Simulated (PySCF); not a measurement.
# Dipole moment and polarisability of `CO/C=C1/C[C@]1(F)C#N`

Compound: C6H6FNO.
Atom-mapped SMILES: `[CH3:1][O:2]/[CH:3]=[C:4]1/[CH2:5][C@:6]1([F:7])[C:8]#[N:9]` (hydrogens: H10, H11, H12 on C1; H13 on C3; H14, H15 on C5)

Geometry (GFN2-xTB, Å), atoms numbered from 1 in this order:
```xyz
15
C6H6FNO angstrom
C     -2.0526   -0.5998   -0.1305
O     -1.7490    0.2460   -1.2216
C     -0.5185    0.7829   -1.2537
C      0.4652    0.6201   -0.3925
C      1.8292    0.9459    0.0315
C      0.9577    0.0114    0.8604
F      0.4759    0.4907    2.0584
C      1.2526   -1.3845    0.8897
N      1.4780   -2.5060    0.8632
H     -3.0974   -0.8791   -0.2465
H     -1.9159   -0.0787    0.8211
H     -1.4282   -1.4983   -0.1423
H     -0.3946    1.4181   -2.1221
H      2.0195    1.9236    0.4543
H      2.6736    0.5156   -0.4911
```

Level: wB97X-D/def2-SVPD (PySCF), static field, nuclei fixed, core orbitals frozen in the response. The polarisability tensor in these axes (au):

```
x   86.76  0.16 10.62
y    0.16 78.83 -7.98
z   10.62 -7.98 70.49
```

Task: Diagonalise the tensor; give its mean and Δα, where Δα² is half the sum of the squared differences of the eigenvalues.

Result: Principal values 62.06, 81.07 and 92.95 au; mean 78.69 au = 11.66 Å³ = 12.97 × 10⁻⁴⁰ C²·m²/J; Δα = 26.99 au (34 % of the mean).

Task: What is the dipole moment, and where does it point?

Result: (-0.48, 2.78, -1.42) D, 3.16 D in size, pointing from the negative to the positive side. Measured along this direction, the outermost atoms are N9 at the negative end and H13 at the positive end.

Task: What would n − 1 = 2πNα be for an ideal gas of these molecules at 298.15 K and 1 atm, electronic part alone?

Result: N = p/kT = 2.4615 × 10¹⁹ cm⁻³, so n − 1 = 2π × N × 11.66 × 10⁻²⁴ cm³ = 1803 × 10⁻⁶ at long wavelengths.

Task: Along which axes do the principal values lie, and how far do the nuclei extend along each?

Result: Largest value along (0.83, -0.27, 0.49), where the nuclei span 4.78 Å; middle along (0.42, 0.88, -0.24), 4.44 Å; least along (-0.36, 0.40, 0.84), 2.93 Å. The response follows the extents in order.

Task: What molar refraction does this α imply?

Result: Lorentz–Lorenz: R = (4π/3)N_A α = 2.5225 cm³/(mol·Å³) × 11.66 Å³ = 29.4 cm³/mol, in the limit of long wavelengths.

Task: Form Σ f/ω² (atomic units) for the 8 lowest TDDFT singlets, given as eV and f, and set it beside the mean polarisability, which is this sum over all singlets: 6.06, 0.2725; 6.41, 0.0027; 6.66, 0.0030; 7.46, 0.0651; 7.49, 0.0115; 7.56, 0.0337; 7.81, 0.0195; 7.88, 0.0068.

Result: They add up to 7.36 au, 9.4 % of the 78.69 au; the largest single term is 5.49 au, from the state at 6.06 eV. Terms in order: 5.49, 0.05, 0.05, 0.87, 0.15, 0.44, 0.24, 0.08 au. Higher excitations give the rest. The strengths listed sum to 0.415.

Task: Rayleigh depolarisation ratio (linearly polarised light, static tensor)?

Result: ρ = 3Δα²/(45ᾱ² + 4Δα²) = 2185.0/(278662 + 2913.4) = 0.00776.

Geometry: GFN2-xTB, one conformer, isolated molecule.
